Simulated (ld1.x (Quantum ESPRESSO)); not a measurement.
Building the TM potential for Cr (LDA (PZ), scalar-relativistic).

ld1.x (Quantum ESPRESSO) 7.5 was run on this input:

```
&input
   title='Cr', zed=24., rel=1, dft='PZ', iswitch=3,
   config='[Ar] 3d5 4s1 4p0',
   nld=3, rlderiv=2.15, eminld=-7.0, emaxld=5.0, deld=0.02
 /
 &inputp
   pseudotype=2, tm=.true., lloc=2,
   nlcc=.true., rcore=0.20,
   file_pseudopw='Cr.UPF', file_wfcaegen='ae.wfc', file_wfcncgen='nc.wfc', file_beta='beta', file_chi='chi'
 /
3
3S  1  0   2.00   0.00  1.05  1.05  0.0
3P  2  1   6.00   0.00  0.30  0.30  0.0
3D  3  2   5.00   0.00  1.95  1.95  0.0
 &test
   configts(1)='3s2 3p6 3d5 4s1 4p0'
 /
```

Command:

```bash
ld1.x < Cr.in > Cr.out
```

Output (shortened: banner, matrices, multipoles, cross overlaps and the repeated all-electron block are left out):

```
[... start of the log left out ...]
       (This warning will only be printed once per wavefunction)

     Computing logarithmic derivative in   2.15053
     Computing the partial wave expansion
     R is outside the sphere for l=    0 j= 0.00
     R is outside the sphere for l=    1 j= 0.00
       no projector for channel:   2

     ---------------------- Testing the pseudopotential ----------------------

     Cr
     scalar relativistic calculation

     atomic number is 24.00   valence charge is 14.00
     dft =PZ   lsd =0 sic =0 latt =0  beta=0.20 tr2=1.0E-14
     mesh =1183 r(mesh) =  99.18097 xmin = -7.00 dx = 0.01250

     n l     nl             e AE (Ry)        e PS (Ry)    De AE-PS (Ry)
     1 0     3S   1( 2.00)       -5.40654       -0.48659       -4.91995  !
     2 1     3P   1( 6.00)       -3.33304       -3.33304        0.00000
     3 2     3D   1( 5.00)       -0.23010       -0.00045       -0.22965  !
     2 0     4S   1( 1.00)       -0.30859       -0.30859        0.00000
     3 1     4P   1( 0.00)       -0.07955       -0.07955        0.00000

     eps = 1.9E+01  iter =201

     Etot =   -2096.955018 Ry,   -1048.477509 Ha,  -28530.526465 eV
     Etotps =   -68.865811 Ry,     -34.432905 Ha,    -936.967090 eV

     Ekin =      12.014049 Ry,       6.007024 Ha,     163.459460 eV
     Encl =     -45.794491 Ry,     -22.897245 Ha,    -623.065791 eV
     Ehrt =       8.398144 Ry,       4.199072 Ha,     114.262568 eV
     Ecxc =     -43.483513 Ry,     -21.741756 Ha,    -591.623327 eV
     (Ecc =     -39.783741 Ry,     -19.891870 Ha,    -541.285365 eV)

     ---------------------- End of pseudopotential test ----------------------
```

The run took about 2.4 s on one core of a shared server CPU.
